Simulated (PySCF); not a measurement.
A structure optimised at B3LYP-D3(BJ)/def2-TZVP, used in a PySCF frequency run:

```xyz
3

Te     0.0331     0.5718     0.0000
H     -1.6272     0.7108     0.0000
Cl    -0.0056    -1.7910     0.0000
```
Charge 0, spin multiplicity 1.

Q: Write its SMILES, formula and point group.

A: Cl[TeH], ClHTe, Cs

Q: What are its rotational constants (standard atomic weights)?

A: 183.02, 3.2537, 3.1969 GHz
